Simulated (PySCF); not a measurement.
## Radial density of Ni (nickel, neutral)

BP86, [Ar] 3d7 4s2 4p1, one real determinant (an excited configuration). All numbers are calculated (PySCF 2.14, no relativity, point nucleus, in def2-QZVPPD).

| r (bohr) | 4πr²ρ (e/bohr) | 4πr²(ρα − ρβ) |
| --- | --- | --- |
| 0.000960 | 0.1643 | 0.0000 |
| 0.00162 | 0.4480 | 0.0000 |
| 0.00272 | 1.192 | 0.0000 |
| 0.00457 | 3.039 | 0.0000 |
| 0.00769 | 7.222 | 0.0000 |
| 0.0129 | 15.25 | 0.0000 |
| 0.0217 | 26.48 | 0.0003 |
| 0.0366 | 33.66 | 0.0023 |
| 0.0615 | 29.18 | 0.0119 |
| 0.103 | 28.64 | 0.0557 |
| 0.174 | 38.29 | 0.2901 |
| 0.293 | 22.45 | 1.2940 |
| 0.493 | 17.93 | 3.0752 |
| 0.828 | 16.33 | 2.8022 |
| 1.39 | 4.123 | 1.0119 |
| 2.34 | 1.512 | 0.4155 |
| 3.94 | 0.4657 | 0.2085 |
| 6.63 | 0.04021 | 0.0312 |
| 11.2 | 0.0004889 | 0.0005 |

⟨L²⟩ = 13.95 against 20 for a pure G term, so this real determinant mixes terms.
